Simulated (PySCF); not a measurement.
**Zn: excitation energy**

Zn [Ar] 3d10 4s2 (1S) → Zn [Ar] 3d9 4s2 5s1 (3D), as a difference of total energies. Computed with PySCF 2.14 in dyall-av2z (16s12p7d2f, 101 functions), with the non-relativistic Hamiltonian (point nucleus). Correlated levels: valence: [Ar] frozen; virtual orbitals above 40 to 60 times the deepest correlated orbital energy dropped. The calculations carry no spin-orbit coupling.

```csv
method,excitation energy (eV)
UHF,12.471
LDA,15.739
PBE,15.162
PBE0,14.698
r2SCAN,14.968
r2SCAN0,14.585
PBEsol,15.339
CAM-B3LYP,14.880
B2PLYP,14.861
MP2 (valence),15.184
SCS-MP2 (valence),14.844
```

Q: How much does correlation contribute at MP2 (valence)?

A: 15.184 − (12.471) = 2.713 eV, measured against UHF.

A first-order spin-orbit estimate (lowest level to lowest level, LS coupling) adds -0.137 eV.

The upper state lies above the first ionisation limit, where it may autoionise and the basis confines it. A Rydberg-like electron needs more diffuse functions than a valence basis has.

The promoted electron is Rydberg-like, and one or two diffuse shells describe it only roughly, which tends to raise the upper state.
